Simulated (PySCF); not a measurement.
## Calculated data, CH3GeO2, BClGeH4O, Ge2H5O

Computed with PySCF 2.14.0. Calculation on a computer-drawn molecule: the log of a Hartree-Fock and frozen-core CCSD(T) single point meant for a local Hartree-Fock minimum, with one planted fault or none, to be diagnosed. Offsets are logged minus clean, where the clean run is the same molecule without the fault. The reference is restricted for singlets and unrestricted otherwise, and also for a bond in bohr or an excited solution. Adding or removing an electron swaps singlet and doublet. The excited solution moves the top pair (singlet) or top alpha electron (doublet) to the lowest empty orbital. Highest occupied and lowest empty are orbital energies over both spins, largest force is the largest gradient component, triples share is (T) over the correlation energy, the T1 limit is 0.02 restricted and 0.045 unrestricted, electrons count all cores, a negative frequency is imaginary (commonest isotopes), and the dipole is about the centre of nuclear charge; on germanium a core potential holds 10 electrons, which the energies leave out, and 3d is frozen in MP2 and coupled-cluster steps.

Common to all runs: logged SCF converged yes; logged CC converged yes; logged SCF stable within its kind yes; possible faults no fault, one electron removed, one electron added, multiplicity raised by two, geometry at a saddle point, SCF held on an excited solution, minimal basis STO-3G, one bond length entered in bohr, all coordinates scaled.

(1) 
```xyz
7
formula=CH3GeO2 meant_charge=-1 meant_multiplicity=1 meant_basis=aug-cc-pVDZ meant_basis_and_core_potential_on_germanium=aug-cc-pVDZ-PP_ECP10MDF logged_electrons=58 logged_basis_functions=128 logged_spin_squared=2.0074 logged_highest_occupied=0.54601 logged_lowest_empty=2.2896 logged_largest_force=0.04193 logged_T1_diagnostic=0.052788 logged_D1_diagnostic=0.33672 logged_triples_share=0.038476 logged_dipole_magnitude=8.3604 logged_energy_HF=-482.66252 logged_energy_CCSD(T)=-483.33476 planted_fault=multiplicity_raised_by_two HF_energy_offset_from_clean_run=61.78 CCSD(T)_energy_offset_from_clean_run=73.31
O      2.0173    -3.1408     0.6171
C      1.0412    -2.5224     0.9254
O      0.7755    -2.4286     2.2670
Ge    -0.3585    -1.6781    -0.3687
H      0.0258    -1.8631     2.3623
H      0.6107    -0.4993    -0.8244
H     -1.0624    -0.8236     0.8148
```

Units: logged_highest_occupied, logged_lowest_empty in eV; logged_largest_force in hartree/bohr; logged_dipole_magnitude in debye; logged_energy_HF, logged_energy_CCSD(T) in hartree; HF_energy_offset_from_clean_run, CCSD(T)_energy_offset_from_clean_run in kcal/mol.

Drawn bonds:
```
atom  other atom  order
   1           2      1
   2           3      1
   2           4      2
   3           5      1
   4           6      1
   4           7      1
```

Notes: T1 above single-reference limit; highest electron not bound in this basis.

(2) 
```xyz
7
formula=CH3GeO2 meant_charge=-1 meant_multiplicity=1 meant_basis=aug-cc-pVDZ meant_basis_and_core_potential_on_germanium=aug-cc-pVDZ-PP_ECP10MDF logged_electrons=57 logged_basis_functions=128 logged_spin_squared=0.7735 logged_highest_occupied=-10.843 logged_lowest_empty=-0.5228 logged_largest_force=0.087293 logged_T1_diagnostic=0.026224 logged_D1_diagnostic=0.11979 logged_triples_share=0.037064 logged_dipole_magnitude=4.9646 logged_energy_HF=-482.68596 logged_energy_CCSD(T)=-483.35413
C     -1.8014    -0.0637    -0.8922
Ge    -0.2246    -0.2944    -0.0746
O      1.2838     0.3974    -0.0802
O     -0.2635    -1.6701     1.0978
H     -1.9343     0.7216    -1.6223
H     -2.6380    -0.7083    -0.6639
H      0.5956    -1.7272     1.4841
```

Units: logged_highest_occupied, logged_lowest_empty in eV; logged_largest_force in hartree/bohr; logged_dipole_magnitude in debye; logged_energy_HF, logged_energy_CCSD(T) in hartree.

Drawn bonds:
```
atom  other atom  order
   1           2      2
   2           3      1
   2           4      1
   1           5      1
   1           6      1
   4           7      1
```

(3) 
```xyz
8
formula=BClGeH4O meant_charge=0 meant_multiplicity=1 meant_basis=cc-pV(D+d)Z meant_basis_and_core_potential_on_germanium=cc-pVDZ-PP_ECP10MDF logged_electrons=65 logged_basis_functions=94 logged_spin_squared=0.7667 logged_highest_occupied=-17.913 logged_lowest_empty=-8.8747 logged_largest_force=0.11245 logged_T1_diagnostic=0.024821 logged_D1_diagnostic=0.13256 logged_triples_share=0.030995 logged_dipole_magnitude=2.6413 logged_energy_HF=-854.48416 logged_energy_CCSD(T)=-855.04429
O     -0.0979     2.0298     2.6898
B      0.1881     1.1629     1.7111
Cl    -0.0822    -0.5558     2.0865
Ge     0.9147     1.6852    -0.1841
H      0.0536     2.9366     2.4667
H     -0.0488     1.2150    -1.2770
H      1.0679     3.2123    -0.2976
H      2.2836     1.0445    -0.4293
```

Units: logged_highest_occupied, logged_lowest_empty in eV; logged_largest_force in hartree/bohr; logged_dipole_magnitude in debye; logged_energy_HF, logged_energy_CCSD(T) in hartree.

Drawn bonds:
```
atom  other atom  order
   1           2      1
   2           3      1
   2           4      1
   1           5      1
   4           6      1
   4           7      1
   4           8      1
```

(4) 
```xyz
8
formula=Ge2H5O meant_charge=0 meant_multiplicity=2 meant_basis=cc-pVDZ meant_basis_and_core_potential_on_germanium=cc-pVDZ-PP_ECP10MDF logged_electrons=77 logged_basis_functions=85 logged_spin_squared=0.7546 logged_highest_occupied=-8.8341 logged_lowest_empty=1.2454 logged_largest_force=3.619e-06 logged_lowest_frequency=34.145 logged_T1_diagnostic=0.016582 logged_D1_diagnostic=0.068157 logged_triples_share=0.023809 logged_dipole_magnitude=1.04 logged_energy_HF=-664.51889 logged_energy_CCSD(T)=-664.93655
Ge    -0.1169     2.8160    -0.5847
O      0.2319     1.1045    -0.2898
Ge     1.6390     0.0285    -0.2849
H      0.9077     3.6787     0.1833
H     -1.5473     3.0610    -0.0791
H      1.2396    -1.2114     0.5099
H      1.9929    -0.3352    -1.7292
H      2.8190     0.7478     0.3782
```

Units: logged_highest_occupied, logged_lowest_empty in eV; logged_largest_force in hartree/bohr; logged_lowest_frequency in cm⁻¹; logged_dipole_magnitude in debye; logged_energy_HF, logged_energy_CCSD(T) in hartree.

Drawn bonds:
```
atom  other atom  order
   1           2      1
   2           3      1
   1           4      1
   1           5      1
   3           6      1
   3           7      1
   3           8      1
```

Questions
1. Which fault was planted in the run of CH3GeO2 (entry 2)?
2. BClGeH4O (entry 3): planted fault?
3. Ge2H5O (entry 4): planted fault?

Calculated values
1. one electron removed
2. one electron removed
3. no fault

Further results for CH3GeO2 (entry 2):

- HF energy offset from clean run: 33.67 kcal/mol
- CCSD(T) energy offset from clean run: 58.8 kcal/mol

Further results for BClGeH4O (entry 3):

- HF energy offset from clean run: 229.2 kcal/mol
- CCSD(T) energy offset from clean run: 233 kcal/mol

Further results for Ge2H5O (entry 4):

- HF energy offset from clean run: 0 kcal/mol
- CCSD(T) energy offset from clean run: 0 kcal/mol
